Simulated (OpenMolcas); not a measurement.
## Multiconfigurational calculation on La

Input:

```
&GATEWAY
Coord
1

La 0.0 0.0 0.0
Basis=ANO-R3
Group=XYZ
NoMove
AngMom=0.0 0.0 0.0
AMFI
&SEWARD
* reference wave functions (RASSCF and RASSI steps not shown): 3 electrons in 6 orbitals (5d 6s)
>>> COPY JOB001 $Project.JobIph
&CASPT2
Multistate=20 1 2 3 4 5 6 7 8 9 10 11 12 13 14 15 16 17 18 19 20
Frozen=14 9
IPEA=0.1
Sig2=0.25
MaxIter=60
WThr=0.0 0.3 0.05
PrWF=0.5
NoMix
>>> COPY JOB002 $Project.JobIph
&CASPT2
Multistate=38 1 2 3 4 5 6 7 8 9 10 11 12 13 14 15 16 17 18 19 20 21 22
23 24 25 26 27 28 29 30 31 32 33 34 35 36 37 38
Frozen=14 9
IPEA=0.1
Sig2=0.25
MaxIter=60
WThr=0.0 0.3 0.05
PrWF=0.5
NoMix
```

Launched by
```bash
OMP_NUM_THREADS=1 MOLCAS_MEM=2252 MOLCAS_PROJECT=a pymolcas a.inp > a.log  # once for each step of the input, in one work folder
```

Output, cut to the results:

```
--- CASPT2 ---
Orbital specifications:
      -----------------------

      Symmetry species                           1   2
                                                ag  au
      Frozen orbitals                           14   9
      Inactive orbitals                          1   3
      Active orbitals                            6   0
      Secondary orbitals                        41  41
      Deleted orbitals                           0   0
      Number of basis functions                 62  53
Type of calculation                        MS-CASPT2
      Fock operator                              state-specific
      IPEA shift                                 0.10
      Real shift                                 0.00
      Imaginary shift                            0.00
      Sigma^2 regularizer                        0.25
      The input orbitals will be transformed to quasi-canonical
Reference energy:       -8489.3092360470
      E2 (Non-variational):      -0.2678429435
      Shift correction:          -0.0005258451
      E2 (Variational):          -0.2683687886
      Total energy:           -8489.5776048356
      Residual norm:              0.0000001994
      Reference weight:           0.90139
      Contributions to the CASPT2 correlation energy
      Active & Virtual Only:         -0.0176857890
      One Inactive Excited:          -0.0874478217
      Two Inactive Excited:          -0.1627093327
Reference energy:       -8489.3092360470
      E2 (Non-variational):      -0.2662415092
      Shift correction:          -0.0004563114
      E2 (Variational):          -0.2666978206
      Total energy:           -8489.5759338676
      Residual norm:              0.0000001728
      Reference weight:           0.90388
      Contributions to the CASPT2 correlation energy
      Active & Virtual Only:         -0.0169400035
      One Inactive Excited:          -0.0868175617
      Two Inactive Excited:          -0.1624839441
::    CASPT2 Root  1     Total energy:  -8489.57760484
::    CASPT2 Root  2     Total energy:  -8489.57593387
::    CASPT2 Root  3     Total energy:  -8489.57666992
::    CASPT2 Root  4     Total energy:  -8489.57632546
::    CASPT2 Root  5     Total energy:  -8489.57673178
::    CASPT2 Root  6     Total energy:  -8489.57695333
::    CASPT2 Root  7     Total energy:  -8489.57588422
::    CASPT2 Root  8     Total energy:  -8489.55678978
::    CASPT2 Root  9     Total energy:  -8489.55678976
::    CASPT2 Root 10     Total energy:  -8489.55678974
::    CASPT2 Root 11     Total energy:  -8489.53580206
::    CASPT2 Root 12     Total energy:  -8489.53452393
::    CASPT2 Root 13     Total energy:  -8489.53586335
::    CASPT2 Root 14     Total energy:  -8489.53576413
::    CASPT2 Root 15     Total energy:  -8489.53667345
::    CASPT2 Root 16     Total energy:  -8489.53508218
::    CASPT2 Root 17     Total energy:  -8489.53666241
::    CASPT2 Root 18     Total energy:  -8489.51782338
::    CASPT2 Root 19     Total energy:  -8489.51782336
::    CASPT2 Root 20     Total energy:  -8489.51782339
::    MS-CASPT2 Root  1     Total energy:  -8489.57799673
::    MS-CASPT2 Root  2     Total energy:  -8489.57724846
::    MS-CASPT2 Root  3     Total energy:  -8489.57687863
::    MS-CASPT2 Root  4     Total energy:  -8489.57657478
::    MS-CASPT2 Root  5     Total energy:  -8489.57623108
::    MS-CASPT2 Root  6     Total energy:  -8489.57581854
::    MS-CASPT2 Root  7     Total energy:  -8489.57543876
::    MS-CASPT2 Root  8     Total energy:  -8489.55677675
::    MS-CASPT2 Root  9     Total energy:  -8489.55676728
::    MS-CASPT2 Root 10     Total energy:  -8489.55675444
--- CASPT2 ---
Orbital specifications:
      -----------------------

      Symmetry species                           1   2
                                                ag  au
      Frozen orbitals                           14   9
      Inactive orbitals                          1   3
      Active orbitals                            6   0
      Secondary orbitals                        41  41
      Deleted orbitals                           0   0
      Number of basis functions                 62  53
Type of calculation                        MS-CASPT2
      Fock operator                              state-specific
      IPEA shift                                 0.10
      Real shift                                 0.00
      Imaginary shift                            0.00
      Sigma^2 regularizer                        0.25
      The input orbitals will be transformed to quasi-canonical
Reference energy:       -8489.3095643470
      E2 (Non-variational):      -0.2712921249
      Shift correction:          -0.0019659168
      E2 (Variational):          -0.2732580418
      Total energy:           -8489.5828223888
      Residual norm:              0.0000007894
      Reference weight:           0.88981
      Contributions to the CASPT2 correlation energy
      Active & Virtual Only:         -0.0244279159
      One Inactive Excited:          -0.0786104228
      Two Inactive Excited:          -0.1682537862
Reference energy:       -8489.3095643470
      E2 (Non-variational):      -0.2712767344
      Shift correction:          -0.0019472892
      E2 (Variational):          -0.2732240236
      Total energy:           -8489.5827883706
      Residual norm:              0.0000007844
      Reference weight:           0.88988
      Contributions to the CASPT2 correlation energy
      Active & Virtual Only:         -0.0244080188
      One Inactive Excited:          -0.0786150753
      Two Inactive Excited:          -0.1682536402
::    CASPT2 Root  1     Total energy:  -8489.58282239
::    CASPT2 Root  2     Total energy:  -8489.58278837
::    CASPT2 Root  3     Total energy:  -8489.58306501
::    CASPT2 Root  4     Total energy:  -8489.58297030
::    CASPT2 Root  5     Total energy:  -8489.58307555
::    CASPT2 Root  6     Total energy:  -8489.55255159
::    CASPT2 Root  7     Total energy:  -8489.55255158
...
```

Levels above the lowest, from the spin-orbit matrix with the single-state CASPT2 energies, averaged by term, on its diagonal:

```csv
Configuration,Term,J,E (cm-1),Measured (cm-1),g,Term weight %,Second
5d 6s2,2D,3/2,0.0,0.0,0.769,92,8 5d2 6s 4F
5d 6s2,2D,5/2,711,1053,1.181,88,11 5d2 6s 4F
5d2 6s,4F,3/2,1183,2668,0.433,91,8 5d 6s2 2D
5d2 6s,4F,5/2,1524,3010,1.048,88,11 5d 6s2 2D
5d2 6s,4F,7/2,1923,3495,1.238,99,
5d2 6s,4F,9/2,2540,4122,1.333,100,
5d2 6s,2F,5/2,5510,7012,0.880,94,5 2D
5d2 6s,4P,1/2,5950,7231,2.660,99,
5d2 6s,4P,3/2,6100,7491,1.647,91,9 2D
5d2 6s,4P,5/2,6280,7680,1.491,75,21 2D
5d2 6s,2F,7/2,6360,8052,1.137,97,2 2G
5d2 6s,2D,3/2,6520,8446,0.995,68,24 2P
5d2 6s,2P,1/2,6950,9044,0.680,99,
5d2 6s,2D,5/2,7310,9184,1.287,74,24 4P
5d2 6s,2P,3/2,7600,9719,1.222,75,22 2D
5d2 6s,2G,7/2,8050,9961,0.896,97,2 2F
5d2 6s,2G,9/2,8120,9920,1.114,99,
5d3,4F,3/2,10110,12431,0.400,100,
5d3,4F,5/2,10440,12787,1.029,100,
5d3,4F,7/2,10900,13238,1.235,99,
5d3,4F,9/2,11440,13747,1.326,96,3 2G
5d3,2G,7/2,14300,17023,0.891,99,
5d3,4P,1/2,14520,16617,2.667,100,
5d3,4P,3/2,14750,16735,1.733,100,
```

Against the 23 measured excited levels shown (NIST Handbook of Basic Atomic Spectroscopic Data) the mean absolute deviation is 1800 cm-1; the largest miss in energy is 5d3 2G 7/2: computed 14300, measured 17023 cm-1 (-16.0 %), and the largest in proportion 5d2 6s 4F 3/2 (-55.7 %).

CASPT2 breaks the degeneracy within a term, and the mean is taken; among the terms shown or strongly mixed into the levels shown the widest spread is 650 cm-1 (5d2 6s 2F). Some high roots are left out of the spin-orbit mixing, which shifts the levels that they would mix with. Some levels mix across a computed gap that differs much from the measured one, so their mixing is not that of the real levels. Configurations are named by rounded mean occupations; where the s occupation lies near a half they are strongly mixed, a name can repeat and a true partner stay unpaired. A single d shell beside an s shell can misplace configurations of different d count against each other. The CASPT2 spread within a term exceeds the gap to the next term for 5d2 6s 2F and 5d2 6s 4P, so the order of their levels is uncertain, and so are names and mixing where such terms share a J. Measured partners are found by configuration, term and J. A level has none where our copy of the source lacks it or the pairing is in doubt (some pairs that miss far off the trend of their configuration count as doubtful), and it then counts in no deviation. Levels of configurations outside the active space are missing. The first state left out of the spin-orbit step lies near 19000 cm-1 above the lowest spin-free state of the reference (among the parities and spins computed), and the list stops at four fifths of that energy or lower. The table shows the lowest 24 of 25 levels.

The CASPT2 steps took 43 s on 1 thread of AMD EPYC 9R14 (Zen 4), on a shared host; the integral step is not counted.

The term weight is that of the spin-free term in the level, not the purity of its configuration.
